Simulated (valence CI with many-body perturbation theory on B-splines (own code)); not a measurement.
**Hyperfine factors and g values of Pb X**

Calculated by configuration interaction combined with many-body perturbation theory (CI+MBPT): five valence electrons over a frozen Dirac-Fock core [Xe] 4f14, radial functions for each j: 7 s, 7 p, 8 d, 6 f, 4 g, 1 h, with the one-electron correlation potential Σ1 (screened to all orders), the two-electron term Σ2, the three-electron term Σ3, Breit, model QED; selected single and double excitations, second order for the rest, scaled by the run's own slope (own B-spline code, finite nucleus).

No measured spectrum was set against this ion. As an estimate, terms of the open shell hold to 2 to 4 % of their energy, and close levels can change places. Core correlation moves these levels by up to 17000 cm⁻¹, and in measured spectra 5 to 20 % of such shifts remained as error; rates that hang on mixing are uncertain with them. Among the levels kept, up to 940 cm⁻¹ of a level comes from second order outside the variational space, and about a tenth of that is noise between levels of different J, which matters for small intervals. Only levels of the ground parity were solved; by the run's estimate the other parity begins above the list, which can be wrong where configurations are misplaced.

A/g_I is the dipole constant over the nuclear g factor μ/I (μ in nuclear magnetons, uniformly magnetised nucleus), B/Q the quadrupole constant per barn. Both hold the static response of the core; the bare values leave it out. Large factors of s and p1/2 electrons are usually good to 5 to 10 %; those of open d and f shells near neutrality can be off by tens of per cent, and small factors of p3/2, d and f electrons come from cancelling terms and can be off by a factor of two or in sign, in half-filled shells by more. B is blank for J = 1/2, where it vanishes, and for nearly pure S terms. Energies count from the lowest level.

Levels are named by their leading jj configuration (3d3/2^4 stands for four electrons in 3d with j = 3/2), which in mixed levels can hold well under half, so a name can repeat and another be missing. Letters in brackets count levels of one name in rising energy.

```csv
Level,E (cm⁻¹),g,A/g_I (MHz),A/g_I bare,B/Q (MHz/b),B/Q bare
(5d3/2^4 5d5/2) J=5/2 [a],0.0,1.754,-2110,556,1040,818
(5d3/2^4 5d5/2) J=5/2 [b],20533,1.129,1070,1380,2590,2250
(5d3/2^3 5d5/2^2) J=7/2 [a],33218,1.135,1400,1860,3430,3030
(5d3/2^3 5d5/2^2) J=3/2 [a],34576,1.285,991,2150,2840,2510
(5d3/2^3 5d5/2^2) J=11/2,35982,1.168,1560,2280,-280,-354
(5d3/2^3 5d5/2^2) J=9/2,38896,1.162,1410,2050,3000,2620
(5d3/2^3 5d5/2^2) J=5/2,39234,1.115,1490,1890,872,819
(5d3/2^3 5d5/2^2) J=1/2,42158,1.759,-2880,-580,,
(5d3/2^3 5d5/2^2) J=7/2 [b],48451,1.166,1490,2170,-1750,-1520
(5d3/2^2 5d5/2^3) J=5/2 [a],51590,1.226,728,1460,-34.6,-69.0
(5d3/2^2 5d5/2^3) J=7/2 [a],56478,1.189,1170,1870,-1930,-1720
(5d3/2^2 5d5/2^3) J=11/2,57927,1.048,2120,2370,155,129
(5d3/2^3 5d5/2^2) J=3/2 [b],58891,0.839,4110,3930,-2800,-2490
(5d3/2^2 5d5/2^3) J=1/2 [a],60490,0.759,5250,5020,,
(5d3/2^2 5d5/2^3) J=9/2 [a],60957,1.150,1450,2010,-597,-531
(5d3/2^2 5d5/2^3) J=3/2 [a],63721,1.166,1390,2010,320,275
(5d3/2^2 5d5/2^3) J=13/2,64399,1.076,2090,2480,-4.02,-4.16
(5d3/2^2 5d5/2^3) J=5/2 [b],66466,1.009,2420,2560,-792,-648
(5d3/2^2 5d5/2^3) J=9/2 [b],73799,1.110,1780,2240,364,336
(5d3/2^2 5d5/2^3) J=7/2 [b],75474,0.997,2780,2990,-155,-92.8
(5d3/2^2 5d5/2^3) J=5/2 [c],76461,1.035,2340,2580,736,619
(5d3/2^2 5d5/2^3) J=3/2 [b],81208,0.793,4230,3810,282,280
(5d3/2 5d5/2^4) J=5/2 [a],83940,1.207,596,1170,-1830,-1630
(5d3/2^2 5d5/2^3) J=7/2 [c],84003,1.070,2280,2710,843,738
(5d3/2^2 5d5/2^3) J=1/2 [b],84585,1.893,-3390,-565,,
(5d3/2^2 5d5/2^3) J=9/2 [c],91583,1.101,1830,2260,2040,1920
(5d3/2 5d5/2^4) J=7/2 [a],92781,1.195,1060,1740,-4850,-4310
(5d3/2 5d5/2^4) J=11/2,96195,1.068,2080,2410,121,225
(5d3/2 5d5/2^4) J=3/2 [a],98717,0.870,3050,2610,-2930,-2610
(5d3/2 5d5/2^4) J=5/2 [b],105390,1.129,1600,2110,2420,2200
(5d3/2 5d5/2^4) J=9/2,107360,1.111,1730,2170,-4800,-4300
(5d3/2^2 5d5/2^3) J=5/2 [d],110730,1.098,1580,1920,-1210,-1030
(5d3/2^2 5d5/2^3) J=3/2 [c],113250,1.226,1090,1970,-2160,-1920
(5d3/2 5d5/2^4) J=7/2 [b],113610,0.959,2830,2820,4400,3890
(5d3/2 5d5/2^4) J=1/2,126720,0.922,801,-203,,
(5d5/2^5) J=5/2,139730,1.179,1110,1700,-3810,-3380
(5d3/2 5d5/2^4) J=3/2 [b],142370,0.883,4000,3980,4450,3970
(5d3/2^4 6s) J=1/2,271440,2.738,89000,84400,,
(5d3/2^3 5d5/2 6s) J=3/2 [a],285800,1.805,27200,26300,1560,1360
(5d3/2^3 5d5/2 6s) J=5/2 [a],295190,1.585,16700,16600,2060,1770
```

Q: Take the isotope of mass number 207, with I = 1/2, μ = 0.5906 μN. What is the hyperfine structure of (5d3/2^4 5d5/2) J=5/2 [b]?

A: From the table A = 1260 MHz. Shifts from the centre of gravity in MHz: F = 2: -2200, F = 3: 1580.
